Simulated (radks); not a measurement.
Results of a calculation; reference values are marked as such.
Q: Ionisation of Au57+, [Ar] 3d4, to Au58+, [Ar] 3d3, under several functionals. Dirac Kohn-Sham, spin-unpolarised, spherical densities, point nucleus; open shells fill j = l - 1/2 first; a radial shooting solver on a logarithmic mesh with Libxc functionals. Known Delta-SCF values: exchange-only B88 5848.9 eV; PBE 5850.2 eV; exchange-only PBE 5848.2 eV. What does LDA (Slater exchange, VWN5 correlation) give, and what is its highest occupied eigenvalue?

A: 5850.0 eV by Delta-SCF; the 3d3/2 eigenvalue is -5774.2 eV. NIST: 5846 eV (theoretical).

Beside tabulated values, note that spin-unpolarised runs miss the spin-polarisation part of the exchange energy of open shells.
